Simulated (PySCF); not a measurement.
Compound: C7H4O2.
Atom-mapped SMILES: `[CH:1]#[C:2]/[CH:3]=[C:4](\[C:5]#[CH:6])[O:7][CH:8]=[O:9]` (hydrogens: H10 on C1; H11 on C3; H12 on C6; H13 on C8)

Geometry (GFN2-xTB, Å), atoms numbered from 1 in this order:
```xyz
13
C7H4O2 angstrom
C      2.873   -1.038    0.303
C      1.675   -0.943    0.275
C      0.272   -0.894    0.248
C     -0.390    0.261    0.054
C      0.282    1.496   -0.129
C      0.822    2.556   -0.287
O     -1.772    0.423    0.003
C     -2.647   -0.559    0.127
O     -2.449   -1.724    0.305
H      3.919   -1.110    0.324
H     -0.250   -1.828    0.389
H      1.315    3.473   -0.421
H     -3.654   -0.113    0.035
```

Computed geometry: GFN2-xTB, gas phase.

Masses are those of the commonest isotopes; rigid-rotor values at the optimised geometry. The values belong to one conformer with, in the numbering `[CH:1]#[C:2]/[CH:3]=[C:4](\[C:5]#[CH:6])[O:7][CH:8]=[O:9]`, C3–C4–O7–C8 -1°, C4–O7–C8–O9 0°.

Q: Give the principal moments of inertia and the rotational constants in MHz.

A: Ia = 204.69, Ib = 406.77, Ic = 611.45 u·Å²; 505379 MHz·u·Å²/I gives A = 2469, B = 1242, C = 826.5 MHz.

Q: Classify the top.

A: An asymmetric top. Ray's parameter κ = (2B − A − C)/(A − C) = -0.494; −1 is the prolate and +1 the oblate limit.

Q: What does the inertial defect say?

A: Planar: Δ = Ic − Ia − Ib = -0.01 u·Å². For a rigid frame Δ = −2 Σ m c², so it vanishes when all atoms lie in the ab plane; here none is more than 0.02 Å from it.

Q: Estimate the classical rotational partition function at 25 K, 50 K and 500 K.

A: Point group Cs, symmetry number σ = 1; q = (√π/σ)·√((kT/h)³/(ABC)), k/h = 20836.6 MHz/K: 13200 at 25 K, 37400 at 50 K, 1180000 at 500 K.

Whether it is a minimum is left open (no frequencies). These are rigid-rotor constants of the computed structure; measured ground-state constants (B0) also hold zero-point vibration.
